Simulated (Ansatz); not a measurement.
Stepwise reaction of `[Br][Zn][Br]` with hydrogen, as a gas-phase model of exchange steps in deposition or etching. ΔE in kJ/mol.

Gas-phase electronic energies from Ansatz, PBE0-D4/def2-TZVP geometries. CCSD(T)/CBS is the MP2 limit (def2-TZVPP, def2-QZVPP) plus CCSD(T) − MP2 in def2-TZVPP, frozen cores. This one scheme is used for every species. Functionals use def2-TZVPP. B3LYP here is the variant with VWN-RPA as its local correlation; programs differ in this. For Br, Zn outer-core shells are correlated without core-valence functions, which leaves a few kJ/mol of doubt a bond. Scalar relativity is left out up to krypton.

```csv
step,reaction,PBE-D4,B3LYP-D4,ωB97M-V,CCSD(T)/CBS
2,`[ZnH][Br]` + H₂ → `[ZnH2]` + HBr,134.5,137.6,138.8,147.8
```

Question: Give the row of step 1, `[Br][Zn][Br]` + H₂ → `[ZnH][Br]` + HBr. (An estimate is asked.)

Answer: Computed: 
| step | reaction | PBE-D4 | B3LYP-D4 | ωB97M-V | CCSD(T)/CBS |
| --- | --- | --- | --- | --- | --- |
| 1 | `[Br][Zn][Br]` + H₂ → `[ZnH][Br]` + HBr | 108.4 | 113.4 | 113.6 | 127.5 |

Question: By hand: ΔE of the 2 steps together at CCSD(T)/CBS.

Answer: (127.5) + (147.8) = 275.3 kJ/mol, or 137.7 kJ/mol a step.

In ΔE each step is higher than the one before. All are uphill at CCSD(T)/CBS. PBE-D4 differs from CCSD(T)/CBS by -19.1 to -13.3 kJ/mol a step. Isolated molecules leave out the surface, adducts and barriers. Largest T1 diagnostic: 0.016.
